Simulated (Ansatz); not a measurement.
BH6NO2Si can be A, `N[SiH](O)BO`, or B, `OBN[SiH2]O`.

Isolated molecules relaxed with PBE0-D4/def2-TZVP in Ansatz; ΔE leaves out vibrations. CCSD(T)/CBS is the MP2 limit (def2-TZVPP, def2-QZVPP) plus CCSD(T) − MP2 in def2-TZVPP, frozen cores. DFT in def2-TZVPP. B3LYP here is the variant with VWN-RPA as its local correlation; programs differ in this. Each species was taken in one conformer, which may not be the lowest.

A:

Z-matrix (Å, degrees):
```
Si
O 1 1.660
B 1 2.030 2 109.1
N 1 1.717 2 116.9 3 121.4
H 1 1.485 2 103.9 3 -123.3
H 2 0.959 1 115.6 3 -33.0
O 3 1.358 1 116.6 2 30.0
H 3 1.206 1 124.9 2 -150.6
H 4 1.007 1 120.9 2 74.5
H 4 1.007 1 121.5 2 -74.5
H 7 0.962 3 113.9 1 179.3
```

B:

Z-matrix (Å, degrees):
```
Si
O 1 1.643
N 1 1.716 2 109.4
H 1 1.487 2 108.9 3 -122.0
H 1 1.490 2 111.1 3 117.5
H 2 0.958 1 117.8 3 155.6
B 3 1.427 1 129.9 2 108.4
H 3 1.010 1 116.1 2 -68.5
O 7 1.360 3 123.9 1 2.3
H 7 1.197 3 119.4 1 -177.9
H 9 0.962 7 114.2 3 0.4
```

Problem. Which isomer does CCSD(T)/CBS put lower? Give the gap. (An estimate is asked.)

Solution. The calculation gave: B, by 139.1 kJ/mol.

Problem. Give E(B) − E(A) in kJ/mol with CCSD/def2-TZVPP, r2SCAN-D4, B3LYP, PBE-D4, HF/def2-TZVPP, CCSD(T)/def2-TZVPP, MP2/def2-TZVPP. (Estimate.)

Solution. Ansatz gave: CCSD/def2-TZVPP -140.9, r2SCAN-D4 -141.5, B3LYP -139.0, PBE-D4 -129.2, HF/def2-TZVPP -151.5, CCSD(T)/def2-TZVPP -140.1, MP2/def2-TZVPP -145.5. None reverses the order clearly.

Largest T1 diagnostic: 0.013.

In def2-TZVPP, CCSD(T) changes the Hartree–Fock value by +11.4 kJ/mol (the triples alone add +0.9 kJ/mol) and MP2 by +5.9 kJ/mol. From PBE to PBE0 (25 % exact exchange), in def2-TZVPP and without D4, E(B) − E(A) moves by −6.0 kJ/mol.
